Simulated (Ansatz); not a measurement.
## Molecular dynamics of Cl$_{3}$Ge$_{2}$H$_{3}$

Input:

```yaml
crystal:
  periodic: [false, false, false]
  atoms:
    - { symbol: Ge, position_ang: [0.000472, 1.0e-06, 0.032202] }
    - { symbol: Ge, position_ang: [0.000142, -6.0e-06, 2.451738] }
    - { symbol: H, position_ang: [-1.451391, -0.176645, 2.913758] }
    - { symbol: H, position_ang: [0.878773, -1.168682, 2.914144] }
    - { symbol: H, position_ang: [0.572804, 1.345317, 2.914097] }
    - { symbol: Cl, position_ang: [1.991546, 0.190572, -0.76369] }
    - { symbol: Cl, position_ang: [-1.159991, 1.628971, -0.764004] }
    - { symbol: Cl, position_ang: [-0.829954, -1.819528, -0.763946] }
basis:
  gaussian: { orbitals: def2-SVP }
hamiltonian:
  xc: pbe0
  dispersion: d4
md:
  timestep: 0.5
  n_steps: 150
  ensemble: nve
  temperature: 700.0
  initial_velocities: maxwell_boltzmann
  seed: 72589
```

Run as:

```bash
$ ansatz run input.yaml --threads 4 --pin off --max-ram 5120MiB --backend cpu --events-out ev --progress --plain --runs-dir out
```

It starts from a relaxed structure.

Output, in part (step lines, the closing report, with atoms numbered from 0):

```
md step     0: t =     0.00 fs  T =   700.0 K  F+E_penalty+E_count = -150604.92388366 eV  E_kin = 0.542892 eV  conserved = -150604.38099167 eV  (26 SCF iters)
[... lines left out ...]
Total energy: -150604.57078368 eV, -5534.6158928557 hartree
Atom 0 at     0.009319     0.026348     0.022098 Å, force    -0.048871     0.003595     0.498307 eV/Å
Atom 1 at     0.005206    -0.003114     2.501573 Å, force     0.271732    -2.177458    -2.107432 eV/Å
Atom 2 at    -0.649961     1.192152     2.845935 Å, force    -1.372416     2.390757     0.951485 eV/Å
Atom 3 at    -0.806146    -1.280772     2.699406 Å, force     0.084746    -0.057161     0.379908 eV/Å
Atom 4 at     1.449501    -0.016660     2.801573 Å, force     0.994477    -0.185070     0.510267 eV/Å
Atom 5 at     2.003364     0.170196    -0.770699 Å, force     0.086427     0.154379    -0.102225 eV/Å
Atom 6 at    -1.246834     1.573912    -0.793619 Å, force     0.082056     0.144332    -0.061252 eV/Å
Atom 7 at    -0.783236    -1.788714    -0.797488 Å, force    -0.098151    -0.273376    -0.069057 eV/Å
Dipole moment:     0.015228     0.032726     0.786506 e Å
```

The steps, from the saved trajectory:

```csv
time (fs),T (K),potential energy less start (eV),conserved less start (meV/atom)
0,700,0.000,0.00
2.5,486,0.167,0.19
5,310,0.304,0.26
7.5,443,0.200,0.13
10,432,0.208,0.04
12.5,234,0.364,0.34
15,522,0.138,0.02
17.5,494,0.161,0.13
20,337,0.283,0.25
22.5,455,0.191,0.16
25,526,0.135,0.00
27.5,228,0.368,0.32
30,369,0.257,0.07
32.5,386,0.245,0.11
35,224,0.371,0.26
37.5,367,0.260,0.20
40,591,0.084,0.01
42.5,392,0.241,0.24
45,438,0.204,0.12
47.5,464,0.183,0.07
50,203,0.387,0.25
52.5,203,0.388,0.24
55,431,0.209,0.06
57.5,341,0.280,0.15
60,322,0.295,0.23
62.5,528,0.134,0.02
65,328,0.290,0.20
67.5,226,0.370,0.25
70,418,0.220,0.11
72.5,405,0.229,0.06
75,248,0.353,0.31
```

All steps were run. The conserved energy stayed within 0.34 meV per atom of its start (net change 0.31 meV per atom), so the integration is sound. Over the second half the temperature averaged 0.53 of the 700 K drawn at the start: a run that starts near a minimum puts about half its kinetic energy into the potential. A run of 0.075 ps of so small a system gives no equilibrium averages.

The same pairs are bonded in the first frame and the last. Pairs count as bonded within 1.25 times the sum of covalent radii (0.12 Å more for H–H).

Last frame:

```xyz
8
Properties=species:S:1:pos:R:3
Ge 0.009 0.026 0.022
Ge 0.005 -0.003 2.502
H -0.650 1.192 2.846
H -0.806 -1.281 2.699
H 1.450 -0.017 2.802
Cl 2.003 0.170 -0.771
Cl -1.247 1.574 -0.794
Cl -0.783 -1.789 -0.797
```

The run took 12 min on 4 threads of Arm Neoverse N1, with other jobs on the host, peak memory 0.42 GiB.
